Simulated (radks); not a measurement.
Spherical jellium clusters: N electrons in a uniform positive sphere of charge N and radius rs N^(1/3), rs = 2.68 bohr. Method: non-relativistic Kohn-Sham, LDA (Slater exchange, Perdew-Wang correlation), spin-polarised, spherical densities; computed with a radial shooting solver with Libxc functionals. Levels are named by radial order and angular momentum (1s, 1p, 1d, 2s, ...), and open shells are averaged over m.

N = 25, configuration 1s2 1p6 1d10 2s2 1f(up 5, down 0). This is the lowest configuration that the search found. Occupied and some empty levels:

level,occupation,eigenvalue (eV),<r> (bohr)
1s up,1,-8.7880,4.742
1s down,1,-8.5313,4.565
1p up,3,-7.2218,5.705
1p down,3,-6.8433,5.612
1d up,5,-5.3087,6.423
1d down,5,-4.8681,6.396
2s up,1,-4.5482,5.533
2s down,1,-4.2912,5.630
1f up,5,-3.1443,7.111
1f down,0,-2.6887,7.156
2p up,0,-2.3100,7.099
2p down,0,-2.0688,7.227
1g up,0,-0.85864,8.009
2d up,0,-0.55467,9.924
1g down,0,-0.44309,8.237
2d down,0,-0.37919,10.50

Energy (eV): total -33.0528, kinetic 90.373, external -2537.1, Hartree 1238.6, exchange-correlation -127.14, background 1302.2.
